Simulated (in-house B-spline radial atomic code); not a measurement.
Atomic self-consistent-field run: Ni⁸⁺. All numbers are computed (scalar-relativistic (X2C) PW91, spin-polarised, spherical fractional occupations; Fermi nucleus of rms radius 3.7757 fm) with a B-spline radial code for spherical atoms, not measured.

Command:
```bash
python run_scf.py task.json out
```
Settings (nuclear radius in fm, mass in u):
```
Z                28
configuration    [Ar] 3d2
hamiltonian      x2c
method           pw91,pw91
spin_polarised   True
nucleus          fermi
rms_radius       3.7757
atomic_mass      57.93534
speed_of_light   137.035999084
```

Output (hartree, bohr):
```
 radial grid: 64 intervals, B-splines of order 8, outer radius 7.931 bohr

 iter        energy (Eh)    residual
    1       -1487.182774    9.01e-01
    2       -1496.983016    3.66e-01
    3       -1498.502943    1.24e-01
    4       -1498.671737    3.94e-02
    5       -1498.686711    1.45e-02
    6       -1498.689695    4.53e-04
    7       -1498.689697    1.90e-05
    8       -1498.689697    4.54e-07
    9       -1498.689697    2.40e-08

 total energy                     -1498.68970
 kinetic                            1523.4925
 electron-nucleus                  -3460.9970
 Hartree                             496.8008
 exchange-correlation                -57.9860

 orbital      occ     eigenvalue          <r>       <r^2>       <1/r>       r_max
 1s up      1.000      -308.5134    0.0537622  0.00390053     28.5267     0.03502
 1s down    1.000      -308.5134    0.0537619  0.00390046     28.5268     0.03502
 2s up      1.000       -43.1981     0.244539   0.0706033     6.14057      0.2046
 2s down    1.000       -43.1251     0.244251   0.0704304     6.14855      0.2045
 2p up      3.000       -38.1533     0.215124   0.0567769     5.96253      0.1648
 2p down    3.000       -38.0981     0.214806   0.0565955     5.96952      0.1647
 3s up      1.000       -10.4394     0.689482    0.543309     2.08177       0.619
 3s down    1.000       -10.3097     0.691584    0.546721     2.07294      0.6199
 3p up      3.000        -8.9245      0.69986    0.567855     1.96395      0.6169
 3p down    3.000        -8.7960     0.702757    0.572735     1.95411      0.6182
 3d up      2.000        -6.5264     0.693054     0.57198     1.76613      0.5508
```

Cost of the run: 0.25 s on 1 thread of Intel(R) Xeon(R) Platinum 8375C CPU @ 2.90GHz, with other jobs on the host.

One-electron X2C: radii and densities carry no picture-change correction, so inner-shell <1/r> comes out high (for 1s by about 2 % at Z = 33, 5 % at 54, 10 % at 75, 30 % at 118) and <r> low.
